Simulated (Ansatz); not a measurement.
Mulliken charges of `[NH2][Al]([F])[O][SiH3]` from r2SCAN/def2-TZVPP in Ansatz (PBE0-D4/def2-TZVP geometry).

```json
{"atom": "N1", "x (Å)": "-1.526", "y (Å)": "0.466", "z (Å)": "-1.864", "charge (e)": "-0.467"}
{"atom": "Al2", "x (Å)": "-0.245", "y (Å)": "-0.463", "z (Å)": "-1.117", "charge (e)": "0.736"}
{"atom": "F3", "x (Å)": "0.403", "y (Å)": "-1.728", "z (Å)": "-1.945", "charge (e)": "-0.364"}
{"atom": "O4", "x (Å)": "0.326", "y (Å)": "-0.090", "z (Å)": "0.409", "charge (e)": "-0.368"}
{"atom": "Si5", "x (Å)": "1.077", "y (Å)": "0.027", "z (Å)": "1.844", "charge (e)": "0.401"}
{"atom": "H6", "x (Å)": "-1.982", "y (Å)": "1.254", "z (Å)": "-1.438", "charge (e)": "0.157"}
{"atom": "H7", "x (Å)": "-1.902", "y (Å)": "0.282", "z (Å)": "-2.779", "charge (e)": "0.160"}
{"atom": "H8", "x (Å)": "0.863", "y (Å)": "1.384", "z (Å)": "2.413", "charge (e)": "-0.088"}
{"atom": "H9", "x (Å)": "0.531", "y (Å)": "-0.982", "z (Å)": "2.791", "charge (e)": "-0.086"}
{"atom": "H10", "x (Å)": "2.539", "y (Å)": "-0.201", "z (Å)": "1.688", "charge (e)": "-0.082"}
```

Q: By hand: the dipole of these point charges (1 e Å = 4.8032 D).

A: Σ q r = (-0.248, 0.336, 0.084) e Å, of length 0.426 e Å = 2.05 D.

Q: How does the dipole of the full density compare? (Estimate.)

A: Computed: (-0.305, 0.298, -0.064) e Å, 2.07 D; the point charges give 0.99 times that, at 22° from its direction.

Point charges leave out the atoms' own dipoles, such as those of lone pairs, and Mulliken's split depends on the basis, so the two needn't agree.
